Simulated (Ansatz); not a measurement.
C₄H₁₅NSi₂, singlet, at a GFN2-xTB geometry, with bond 18-6 at 1.4 times its length; Ansatz (a first-principles code) with CASSCF(2,4)/STO-3G.

Input for Ansatz:
Ansatz 0.2 input:
```yaml
crystal:
  periodic: [false, false, false]
  atoms:
    - {symbol: Si, position_ang: [1.37939119, 0.50380292, 0.48165610]}
    - {symbol: C, position_ang: [2.68675431, 1.58640280, -0.37914529]}
    - {symbol: C, position_ang: [2.10062357, -1.25494683, 0.64376246]}
    - {symbol: Si, position_ang: [-0.57217682, 0.56734150, -0.75720873]}
    - {symbol: N, position_ang: [-1.67943887, -0.59690759, -0.13019571]}
    - {symbol: C, position_ang: [-1.89500373, -0.76866887, 1.28288023]}
    - {symbol: C, position_ang: [-2.82572038, -1.00869578, -0.89785270]}
    - {symbol: H, position_ang: [1.25542925, 1.03027523, 1.86209419]}
    - {symbol: H, position_ang: [2.87759639, 1.24390977, -1.39243111]}
    - {symbol: H, position_ang: [3.63338263, 1.57693823, 0.15312766]}
    - {symbol: H, position_ang: [2.35779502, 2.61922718, -0.44251935]}
    - {symbol: H, position_ang: [2.31004861, -1.68069830, -0.33390779]}
    - {symbol: H, position_ang: [1.40510860, -1.92178277, 1.14490444]}
    - {symbol: H, position_ang: [3.02855002, -1.26239604, 1.20941320]}
    - {symbol: H, position_ang: [-1.13933185, 1.93639573, -0.84102883]}
    - {symbol: H, position_ang: [-0.42592756, 0.14831545, -2.16133366]}
    - {symbol: H, position_ang: [-1.00196604, -0.48714534, 1.83533040]}
    - {symbol: H, position_ang: [-2.21865475, -2.23618913, 1.58536994]}
    - {symbol: H, position_ang: [-2.73378505, -0.15891576, 1.64380563]}
    - {symbol: H, position_ang: [-2.60569801, -0.92383580, -1.95810530]}
    - {symbol: H, position_ang: [-3.70820141, -0.39523207, -0.67646926]}
    - {symbol: H, position_ang: [-3.07166942, -2.05037458, -0.67058605]}
basis:
  gaussian:
    orbitals: STO-3G
hamiltonian:
  xc: hf
magnetization: {spin_polarized: false}
correlation: {active_space: {window: {electrons: 2, orbitals: 4}}}
```

What the program printed (banner, timings and long lists left out):

```
Functional definition: HF
755 factors; integrals over basis functions are off by at most 4.8e-5 eV
mean field evaluation 1: about -21312.2390 eV, gradient 2.0e1 eV
mean field evaluation 2: about -21312.5616 eV, gradient 2.0e1 eV
mean field evaluation 4: about -21314.2572 eV, gradient 1.6e0 eV
mean field evaluation 8: about -21314.2669 eV, gradient 4.3e-4 eV
mean field -21314.26688633 eV, -783.2848607435 hartree, gradient 2.8e-6 eV, S^2 0.000000; 0 other end points of the search recorded, 0 dependent functions left out
reference -21314.26688633 eV, -783.2848607435 hartree; 37, 37 occupied and 21, 21 virtual orbitals, 755 factors
state -21315.36091366 eV, -783.3250655065 hartree
Total energy: -21315.36091366 eV, -783.3250655065 hartree
```
